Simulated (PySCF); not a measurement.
## How methods differ on the ionisation energy of Ba

Ba [Xe] 6s2 (1S) → Ba⁺ [Xe] 6s1 (2S), as a difference of total energies. Computed with PySCF 2.14 in x2c-TZVPPall, with the spin-free X2C one-electron Hamiltonian (Gaussian nucleus). Correlated levels: valence and next inner shell: [Kr] 4d10 frozen. The calculations carry no spin-orbit coupling.

| method | ionisation energy (eV) | error (eV) |
| --- | --- | --- |
| UHF | 4.272 | -0.940 |
| MP2 (valence and next inner shell) | 5.068 | -0.144 |
| SCS-MP2 (valence and next inner shell) | 5.092 | -0.120 |
| CCSD (valence and next inner shell) | 5.069 | -0.143 |
| CCSD(T) (valence and next inner shell) | 5.145 | -0.067 |

Reference: 5.212 eV (measured; NIST Atomic Spectra Database, ionization energies).

Errors of the correlated levels include the incompleteness of this basis and the frozen core.
